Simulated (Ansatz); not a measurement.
`F[SiH2][TeH]` + `N[AsH2]` → `N[AsH][TeH]` + `F[SiH3]` at 600 K and 1 bar (ligand exchange at a Te–Si bond).

Calculated with Ansatz (gas phase, PBE0-D4/def2-TZVP geometries, no zero-point term in ΔE). CBS: MP2 limit from def2 TZ/QZ plus the TZ coupled-cluster correction, frozen cores. This one scheme is used for every species. def2 core potentials past Kr. For As, Te outer-core shells are correlated without core-valence functions, which leaves a few kJ/mol of doubt a bond. Scalar relativity is left out up to krypton. Each species was taken in one conformer, which may not be the lowest.

```
       species  CCSD(T)/CBS energy (Eh)  H − E (kJ/mol)  S (J/(mol·K))
`F[SiH2][TeH]`               -658.47489           113.5          377.4
     `N[AsH2]`              -2292.09958           143.7          315.6
 `N[AsH][TeH]`              -2559.85306           157.0          403.0
     `F[SiH3]`               -390.72345           101.0          280.0
```

H − E and S are ideal-gas, rigid-rotor, harmonic terms from PBE0-D4/def2-TZVP, for one conformer and one mirror image of each species. 1 Eh = 2625.50 kJ/mol, R = 8.31446 J/(mol·K).

Question: By hand: ΔE, ΔH, ΔS and ΔG.

Answer: ΔE = (-2559.85306) + (-390.72345) − (-658.47489) − (-2292.09958) = -0.00204 Eh = -5.4 kJ/mol. Δ(H − E) = 157.0 + 101.0 − 113.5 − 143.7 = 0.8, so ΔH = -4.6 kJ/mol. ΔS = 403.0 + 280.0 − 377.4 − 315.6 = -10.0 J/(mol·K). ΔG = -4.6 − 600 × (-10.0)/1000 = 1.4 kJ/mol.

Question: By hand: the equilibrium constant, and the temperature at which ΔG would vanish if ΔH and ΔS stayed fixed.

Answer: log₁₀ K = −ΔG/(RT ln 10) = -0.1. ΔG = 0 at ΔH/ΔS = 460 K, though so small a ΔH makes that figure unsure.

TΔS isn't small against ΔH here. The sign of ΔG lies within the doubt. A doubt of 5 kJ/mol in ΔE shifts log₁₀ K by 0.4 here. Other conformers and mirror images would add mixing entropy, several J/(mol·K) or more a flexible species. These are equilibria of isolated gas molecules and say nothing of rates. Largest T1 diagnostic: 0.012 (customary marks: 0.02 for closed shells, 0.045 for open ones).
